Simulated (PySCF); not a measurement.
**Radial density of Pb (lead, neutral)**

LDA, [Xe] 4f14 5d10 6s2 6p2, high-spin 3P determinant. All numbers are calculated (PySCF 2.14, a scalar-relativistic core potential, in def2-SVP with the def2 core potential (60 electrons)). This is the valence pseudo-density: the core potential removes the inner electrons and smooths the orbitals near the nucleus.

```csv
r (bohr),4πr²ρ (e/bohr),4πr²(ρα − ρβ)
0.0361,1.701e-05,0.0000
0.0607,5.626e-05,0.0000
0.102,0.0002816,0.0000
0.172,0.002953,0.0000
0.289,0.07249,0.0007
0.486,2.839,0.0242
0.817,19.50,0.0976
1.37,11.35,0.0299
2.31,2.878,0.7009
3.89,0.6235,0.4562
6.54,0.04900,0.0475
11.0,1.825e-05,0.0000
```

Energies and moments cover only the electrons outside the core potential. Spin-orbit coupling is strong in this species (close to jj coupling), so the high-spin LS determinant is a model state, not a physical level.
